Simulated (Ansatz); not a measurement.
Ideal-gas functions of CH$_{4}$BBrOS (`COB(S)Br`) at 400 K and 1 bar, from an Ansatz frequency run at PBE0-D4/def2-TZVP.

Molar mass 154.83 g/mol, point group Cs (symmetry number 1), electronic degeneracy 1, moments of inertia 133.787, 355.011, 485.593 u Å². Harmonic wavenumbers (cm⁻¹, unscaled): 90, 151, 181, 210, 322, 350, 497, 503, 786, 970, 1041, 1177, 1195, 1370, 1487, 1496, 1503, 2738, 3044, 3117, 3159.

Use S(trans) = R[1.5 ln M + 2.5 ln T − 1.1517]; rotational temperatures θ = 24.2544 K / I; S(rot) = R[ln(√π/σ · √(T³/θAθBθC)) + 1.5]; for each mode x = 1.438777 ν̃/T, S = R[x/(eˣ − 1) − ln(1 − e⁻ˣ)] and H = RT x/(eˣ − 1); 1 cm⁻¹ = 0.0119627 kJ/mol; R = 8.31446 J/(mol·K).

Problem. By hand: the entropy, in J/(mol·K).

Solution. Translation 177.9. Rotation: θ = 0.1813, 0.0683, 0.0499 K, giving 122.7. Vibration, mode by mode: 17.73, 13.49, 12.03, 10.84, 7.54, 6.93, 4.51, 4.43, 1.99, 1.17, 0.95, 0.64, 0.61, 0.36, 0.25, 0.25, 0.24, 0.00, 0.00, 0.00, 0.00, in all 84.0. Electronic 0.0. Sum 384.6 J/(mol·K).

Problem. By hand: H − E and G − E in kJ/mol, counted from the electronic energy.

Solution. Zero-point energy ½ × 25387 × 0.0119627 = 151.8; thermal vibration 17.7; translation, rotation and pV give 4 RT = 13.3. H − E = 182.8 kJ/mol, and G − E = 182.8 − 400 × 384.6/1000 = 29.0 kJ/mol.

Vibration gives 22 % of the entropy, 17.7 J/(mol·K) of it from the mode under 150 cm⁻¹: soft modes count most, and the harmonic formula is weakest for them. The sum counts one conformer and one mirror image; others add a mixing term.
